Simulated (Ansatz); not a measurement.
Reaction (formal exchange of groups at the Si–Si bond): `C[SiH](N)[SiH2]O` + dichlorosilane → `O[SiH2][SiH](Cl)Cl` + `C[SiH2]N`

Program: Ansatz. Geometries: PBE0-D4/def2-TZVP. ΔE: electronic, gas phase. CBS: MP2 limit from def2 TZ/QZ plus the TZ coupled-cluster correction, frozen cores. DFT in def2-TZVPP. B3LYP here is the variant with VWN-RPA as its local correlation; programs differ in this. Each species was taken in one conformer, which may not be the lowest.

`C[SiH](N)[SiH2]O`:

Cartesian coordinates in Å:
```
C 0.778 1.695 -0.517
Si 0.761 -0.128 -0.101
N 0.490 -0.255 1.620
Si -1.159 -1.212 -0.916
O -2.275 -0.930 0.278
H 0.914 1.839 -1.591
H -0.161 2.171 -0.226
H 1.598 2.208 -0.006
H 2.048 -0.737 -0.563
H 0.582 -1.164 2.051
H 0.920 0.438 2.216
H -0.968 -2.678 -1.120
H -1.668 -0.658 -2.201
H -1.859 -0.588 1.078
```

`Cl[SiH2]Cl`:

Z-matrix (Å, degrees):
```
Si
Cl 1 2.040
Cl 1 2.040 2 110.1
H 1 1.476 2 108.5 3 -118.6
H 1 1.476 2 108.5 3 118.6
```

`O[SiH2][SiH](Cl)Cl`:

Cartesian coordinates in Å:
```
O 0.809 1.837 0.582
Si -0.224 1.006 -0.396
Si -0.331 -1.236 0.285
Cl -1.188 -2.380 -1.188
Cl 1.625 -1.833 0.571
H 1.690 1.475 0.696
H -1.545 1.669 -0.276
H 0.212 0.998 -1.820
H -1.049 -1.536 1.545
```

`C[SiH2]N`:

Z-matrix (Å, degrees):
```
C
Si 1 1.871
H 1 1.093 2 111.2
H 1 1.094 2 110.5 3 119.8
H 1 1.093 2 111.2 3 -120.4
N 2 1.720 1 116.4 3 60.2
H 2 1.489 1 108.4 3 -179.4
H 2 1.489 1 108.4 3 -60.3
H 6 1.007 2 120.7 1 73.7
H 6 1.007 2 120.7 1 -73.5
```

| level | ΔE (kJ/mol) | difference from CCSD(T)/CBS |
| --- | --- | --- |
| LDA (SPW92) | -1.3 | 5.1 |
| BLYP-D4 | -7.2 | -0.8 |
| r2SCAN-D4 | -5.4 | 1.0 |
| B97M-V | -5.9 | 0.5 |
| B3LYP-D4 | -7.7 | -1.3 |
| r2SCAN0-D4 | -5.9 | 0.5 |
| BHLYP-D4 | -9.2 | -2.8 |
| ωB97X-V | -5.3 | 1.1 |
| ωB97M-V | -5.3 | 1.1 |
| BLYP | -9.1 | -2.7 |
| CAM-B3LYP | -7.6 | -1.2 |
| RPA@PBE/def2-TZVPP | -3.4 | 3.0 |
| HF/def2-SVP | -6.6 | -0.2 |
| SCS-MP2/def2-TZVPP | -6.0 | 0.4 |
| CCSD(T)/def2-TZVPP | -3.9 | 2.5 |
| HF/def2-QZVPP | -13.8 | -7.4 |
| CCSD(T)/CBS | -6.4 | 0 |

Task: What do rigid-rotor, harmonic-oscillator terms from PBE0-D4/def2-TZVP frequencies (298.15 K, 1 bar) make of the CCSD(T)/CBS value? (Best estimate.)

Result: Computed: ΔZPE = -3.2 kJ/mol, ΔH = -7.6 kJ/mol, ΔS = 19 J/(mol·K), ΔG = -13.2 kJ/mol. Modes under 50 cm⁻¹ make the entropy rough.

Largest T1 diagnostic among the species: 0.011.

In def2-TZVPP, CCSD(T) changes the Hartree–Fock value by +9.2 kJ/mol (the triples alone add +1.2 kJ/mol) and MP2 by +8.4 kJ/mol. At CCSD(T), def2-SVP lies +9.5 kJ/mol from the extrapolated value and def2-TZVPP +2.5 kJ/mol.
